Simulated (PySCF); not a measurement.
# FZrN, singlet: molecular constants

Computed with PBE0 in PySCF with Zr def2-TZVP with ECP28, N def2-TZVP, F def2-TZVP; scalar-relativistic core potentials, no spin–orbit coupling; density-fitted integrals.

The structure is a minimum.

```xyz
3
charge 0 multiplicity 1, angstrom
Zr   -0.0889    0.0000   -0.2884
N    -1.4690    0.0000    0.6978
F     1.5042    0.0000    0.8527
```

```
Point group                                                                   : Cs
Bond lengths                                                                  : Zr–F 1.960 Å, Zr–N 1.696 Å
Bond angles                                                                   : F–Zr–N 108.8°
Atomisation energy without zero-point energy                                  : 1133 kJ/mol
Entropy at 298.15 K and 1 bar                                                 : 277.5 J/(mol K)
Dipole moment                                                                 : 7.38 D
Rotational constants                                                          : 0.6742, 0.2189, 0.1652 cm⁻¹
Zero-point energy                                                             : 11.3 kJ/mol
Enthalpy at 298.15 K above 0 K                                                : 11.69 kJ/mol
Highest occupied level                                                        : -6.08 eV
Rotational symmetry number                                                    : 1
Lowest empty level                                                            : -2.77 eV
Principal quadrupole moments (Buckingham, traceless) about the centre of mass : -15.25, 4.72, 10.53 D Å
Heat capacity Cp at 298.15 K                                                  : 46.3 J/(mol K)
Principal polarisabilities                                                    : 24.3, 30.3, 59.4 bohr³
```

Harmonic modes (masses in u: Zr 89.905, N 14.003, F 18.998):
| symmetry | ω (cm⁻¹) | IR (km/mol) | μ (u) | type |
| --- | --- | --- | --- | --- |
| a' | 251 | 16.5 | 17.42 | bend |
| a' | 601 | 155 | 22.41 | stretch |
| a' | 1046 | 110 | 15.77 | stretch |

Charges (e):
```
atom  Mulliken  Löwdin  polar tensor  Mayer order to Zr1
 Zr1      1.11    0.71          1.64                   –
  N2     -0.60   -0.39         -0.90                2.91
  F3     -0.51   -0.32         -0.74                0.81
```

Mulliken populations on Zr1 (electrons outside its core potential): s 2.07, p 6.14, d 2.59, f 0.08.

Outer orbital energies (eV). occupied: -29.80, -16.94, -10.96, -10.51, -10.48, -6.90, -6.57, -6.08; empty: -2.77, -1.52, -1.39, -0.14.

Formally Zr is in oxidation state +4, d0. The polar-tensor charge on Zr, 1.64, is far below the formal one.

This need not be the most stable arrangement of these atoms.

The final relaxation and frequency run took about 70 core-seconds on a shared host.
